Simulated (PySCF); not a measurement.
## Stretching SiBr

Set-up: PySCF, no relativity, basis sets Si pcseg-1, Br pcseg-1. Energies in eV from Si + Br in their ground configurations at the same level. State: ²Π (doublet), unpaired electrons π ↑.

All columns are PW91. A positive dipole means Si(−)Br(+).

```
R (Å)  E (eV)  μ (D)  Mulliken charge on Si (basis-dependent)  HOMO (eV)  LUMO (eV)  Mayer bond order  ⟨S²⟩
1.945  -2.918   1.09                                     0.05      -3.60      -3.47              1.45  0.75
2.036  -3.503   0.58                                     0.13      -3.80      -3.66              1.37  0.75
2.126  -3.827   0.07                                     0.19      -3.99      -3.84              1.30  0.75
2.194  -3.947  -0.31                                     0.22      -4.13      -3.97              1.26  0.75
2.262  -3.988  -0.69                                     0.25      -4.26      -4.09              1.22  0.75
2.330  -3.971  -1.05                                     0.27      -4.38      -4.21              1.19  0.75
2.420  -3.881  -1.53                                     0.30      -4.54      -4.36              1.16  0.75
2.533  -3.697  -2.09                                     0.32      -4.72      -4.53              1.13  0.75
2.669  -3.415  -2.71                                     0.33      -4.92      -4.73              1.11  0.75
2.850  -2.996  -3.46                                     0.34      -5.15      -4.95              1.09  0.76
```

A fit through these points gives, at Re = 2.273 Å, μ = -0.75 D and dμ/dR = -5.45 D/Å; the reduced mass is 20.65 u.

How strong is the fundamental in the double-harmonic approximation, I = 42.26·(dμ/dR)²/μred km/mol?

I = 42.26·(-5.45)²/20.65 = 60.8 km/mol at PW91.

Spin–orbit coupling is left out. The state is the lowest determinant that a PBE0 search found; another state may lie lower at other levels.
